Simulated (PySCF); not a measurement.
C₂H₈AlFOSi, singlet, geometry from GFN2-xTB (such geometries of metal compounds can be far from the true shape).

PySCF was given this input:
```python
from pyscf import gto, scf, dft

mol = gto.M(
    atom='''
Si    1.97074351   -0.06073551   -0.22297358
F     2.39194833    0.10508095    1.31938909
O     0.36036366   -0.03836772   -0.27878810
Al   -1.33274271    0.00231113   -0.19093190
C    -2.18217590   -1.77518800    0.10277779
C    -2.11913592    1.82171905   -0.38796196
H     2.49649178    1.10835529   -0.90554252
H     2.45237082   -1.36981026   -0.62728739
H    -1.85437526   -2.21645039    1.04923146
H    -3.27273427   -1.73462913    0.12303125
H    -1.89514252   -2.48475099   -0.67967056
H    -1.86380766    2.26129766   -1.35729248
H    -1.72297555    2.50465806    0.37010880
H    -3.20715434    1.83360887   -0.30192582
''',
    basis='sto-3g',
    verbose=4,
    max_memory=1800,
)

mf = dft.RKS(mol)
mf.xc = 'camb3lyp'
mf = mf.density_fit(auxbasis='def2-universal-jkfit')
mf.kernel()
```

Task: Estimate the total energy that DF-CAMB3LYP/STO-3G (PySCF) returns for this input.

Result: -778.2427 Eh

Task: Estimate the Mulliken (on the basis functions themselves) charges in atom order that DF-CAMB3LYP/STO-3G returns for this input.

Result: Si1 0.85, F2 -0.28, O3 -0.59, Al4 0.93, C5 -0.44, C6 -0.44, H7 -0.16, H8 -0.16, H9 0.05, H10 0.05, H11 0.05, H12 0.05, H13 0.05, H14 0.05

Task: Predict the nuclear repulsion energy from DF-CAMB3LYP/STO-3G.

Result: 351.0536 Eh

Task: Give the HOMO energy at the level DF-CAMB3LYP/STO-3G.

Result: -4.84 eV
